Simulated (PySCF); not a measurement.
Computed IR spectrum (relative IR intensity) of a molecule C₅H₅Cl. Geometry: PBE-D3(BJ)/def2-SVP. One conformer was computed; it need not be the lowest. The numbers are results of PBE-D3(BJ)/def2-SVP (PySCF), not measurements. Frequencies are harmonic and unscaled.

Lines under 2 % of the strongest are left out, and lines within 2 cm⁻¹ are merged.

ν (cm⁻¹): 244 (vw), 353 (w), 421 (vw), 518 (w), 530 (vw), 605 (m), 659 (m), 779 (w), 801 (m), 855 (s), 983 (m), 1168 (w), 1340 (w), 1398 (vw), 1403 (w), 1604 (m), 2141 (w), 2978 (w), 3056 (w), 3100 (vw), 3152 (w), 3407 (vs) (against the strongest line: vs over 80 %, s over 45 %, m over 15 %, w over 4 %, vw less)

**Question.** Identify the compound among the candidates.
(A) ClC1=CC=CC1
(B) C=C=C(Cl)C=C
(C) C#C/C(C)=C/Cl
(D) C=C=C/C=C/Cl

**Answer.** C, C#C/C(C)=C/Cl
